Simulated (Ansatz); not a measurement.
The cluster B₄H⁺. The state is a singlet with charge 1. Geometry r2SCAN-D4/def2-TZVP; atoms count from 1.

Cartesian coordinates in Å:
```
B 0.155 1.133 1.327
B -0.471 0.948 -0.077
B -0.071 -0.514 -0.602
B 0.562 -0.284 0.854
H -0.176 -1.284 -1.502
```

At PBE0-D4/def2-TZVP a triplet of charge 1 lies 0.10 eV below the restricted singlet, each at its own geometry. The structure comes from a short search, and lower isomers may exist.

Q: Estimate the Mulliken populations from the PBE0/def2-TZVP orbitals of Ansatz.

A: 
```csv
atom,charge (e)
B1,0.36
B2,0.16
B3,0.13
B4,0.16
H5,0.19
```
Mulliken values depend strongly on the basis.

Q: And the Mayer bond orders between heavy atoms (over 0.3)?

A: B1–B2 1.33 (1.55 Å); B1–B4 1.33 (1.55 Å); B2–B3 1.10 (1.60 Å); B2–B4 0.81 (1.86 Å); B3–B4 1.09 (1.60 Å).
